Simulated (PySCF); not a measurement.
Si(Cl)(Me)2(Vi), SMILES C=C[Si](C)(C)Cl at its GFN2-xTB optimised geometry (Å):

```
15

C     -1.5197     0.5838     0.0041
C     -0.2576     0.1828     0.0000
Si     0.2946    -1.6269     0.0000
C     -0.3101    -2.5277     1.5665
C     -0.3098    -2.5282    -1.5664
Cl     2.3390    -1.6269     0.0000
H     -2.3390    -0.1167     0.0078
H     -1.7963     1.6269     0.0039
H      0.5177     0.9399    -0.0036
H      0.0279    -3.5601     1.5844
H     -1.3942    -2.5338     1.6200
H      0.0605    -2.0459     2.4668
H      0.0612    -2.0469    -2.4668
H      0.0278    -3.5607    -1.5837
H     -1.3939    -2.5339    -1.6203
```

Computed with PBE0/def2-TZVP (PySCF). Cells within 0.4 Å of a nucleus heavier than hydrogen are left out (blank, or x).

Map of the log10 of the electron density (e/bohr³), floored at −4 on the plane z = 0.0 Å:

```
|0000000000000000000000000000000|
|0000000000000000000000000000000|
|0000000000000000000000000000000|
|0000000000000000000000000000000|
|0000000001000000000000000000000|
|0000001122211000000000000000000|
|0000012333332100000000000000000|
|0000123455543222221100000000000|
|0000134567654333333210000000000|
|0000235678865444554321000000000|
|0001245689876556665432100000000|
|0001245788887677887542100000000|
|0002346789x88888997643210000000|
|001245678xxx9889887543222110000|
|001345788xx99xxx876543333221000|
|0013467998888xxx876544444432100|
|0013457887777888876555665543210|
|0012356776667788876666777654320|
|0001345555556778776778888765421|
|0001233444445678987788999875431|
|000011222334567xxx8789xxx876431|
|000000112334567xxx8789xx9876431|
|0000000123445678987788999875431|
|0000000123345667766677888765321|
|0000000122345566665566777654320|
|0000000112344555554455555543210|
|0000000012233444444344444332100|
|0000000001223334333223333221000|
|0000000000112233322211211100000|
|0000000000011222211100000000000|
|0000000000000111110000000000000|
```
Scale: ten equal steps from -4.00 (start of '0') to -0.182 (end of '9'), in the order '0123456789'; x runs from -4.50 to 4.50, y from -4.50 (bottom) to 4.50 (top).
